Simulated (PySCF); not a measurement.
## Electronic absorption of C6H5F5

Compound: C₆H₅F₅.
Z-matrix (Å and degrees, PBE0-D3(BJ)/def2-SVP geometry), rows numbered from 1:
```
C 
C   1  1.3405
C   2  1.4536  1  122.11
C   3  1.3438  2  128.18  1   178.83
C   4  1.4948  3  126.42  2    -0.54
F   5  1.3499  4  109.62  3   157.81
F   5  1.3514  4  112.78  3    37.80
C   5  1.5442  4  113.55  3   -83.43
F   8  1.3300  5  110.33  4    64.26
F   8  1.3242  5  110.75  4  -175.56
F   8  1.3283  5  109.86  4   -55.44
H   1  1.0923  2  121.40  3  -179.45
H   1  1.0946  2  121.41  3     0.41
H   2  1.0918  1  119.73  3   179.49
H   3  1.0959  2  115.39  1    -0.91
H   4  1.0921  3  120.09  2  -178.32
```

Method: TDDFT CAM-B3LYP/def2-SVPD, vertical, gas phase, core orbitals frozen in the response in PySCF.

| state | E (eV) | ν̃ (cm⁻¹) | f | \|μ\| (D) | main configurations (H = HOMO, L = LUMO) |
| --- | --- | --- | --- | --- | --- |
| S1 | 5.69 | 45910 | 0.718 | 5.77 | H→L (98%) |
| S2 | 7.01 | 56570 | 0.0004 | 0.13 | H-2→L (83%), H-3→L (9%) |
| S3 | 7.10 | 57280 | 0.0016 | 0.25 | H→L+1 (86%) |
| S4 | 7.44 | 59990 | 0.014 | 0.71 | H→L+4 (36%), H-1→L (31%), H→L+2 (24%) |
| S5 | 7.62 | 61450 | 0.041 | 1.19 | H→L+3 (76%) |
| S6 | 7.92 | 63870 | 0.0095 | 0.56 | H-1→L (38%), H→L+2 (25%), H-3→L (14%) |
| S7 | 7.97 | 64240 | 0.0036 | 0.35 | H-3→L (60%) |
| S8 | 8.06 | 65000 | 0.0070 | 0.48 | H→L+4 (33%), H→L+5 (25%), H-1→L (16%) |
| S9 | 8.31 | 67020 | 0.0003 | 0.10 | H-4→L (77%), H-5→L (13%) |
| S10 | 8.51 | 68600 | 0.0062 | 0.44 | H→L+5 (45%), H→L+8 (14%), H→L+2 (11%) |

Triplets, Tamm–Dancoff:

```json
{"state": "T1", "E (eV)": "3.08", "λ (nm)": "401.9", "main configurations (H = HOMO, L = LUMO)": "H→L (94%)"}
{"state": "T2", "E (eV)": "4.97", "λ (nm)": "249.4", "main configurations (H = HOMO, L = LUMO)": "H-1→L (57%), H→L+4 (24%)"}
{"state": "T3", "E (eV)": "6.66", "λ (nm)": "186.2", "main configurations (H = HOMO, L = LUMO)": "H-2→L (82%), H-3→L (11%)"}
{"state": "T4", "E (eV)": "7.01", "λ (nm)": "177.0", "main configurations (H = HOMO, L = LUMO)": "H→L+1 (86%)"}
```

The lowest singlet lies at 5.69 eV (218 nm, ultraviolet) and is strong; its leading configuration is HOMO→LUMO (98%). The lowest level is also the most intense of those listed (f = 0.718). Löwdin shares by element: HOMO carbon 85% or more; LUMO carbon 78% or more (atoms not listed hold the other 22%). The listed states span 2.81 eV, and the widest gap between neighbours is 1.32 eV (S1 to S2). Orbital energies (eV): HOMO-3 -12.24, HOMO-2 -11.58, HOMO-1 -11.43, HOMO -8.77, LUMO -0.71, LUMO+1 1.28, LUMO+2 1.71. Weighted by f, the mean energy of these states is 5.91 eV. Only the lowest 10 singlets were computed, as vertical energies without vibronic structure.

On an Intel Xeon 6975P-C with 2 threads, on a shared host, this took 56 s wall, 2.0 min CPU and 1.8 GiB of memory at its peak.

One conformer stands for the species.
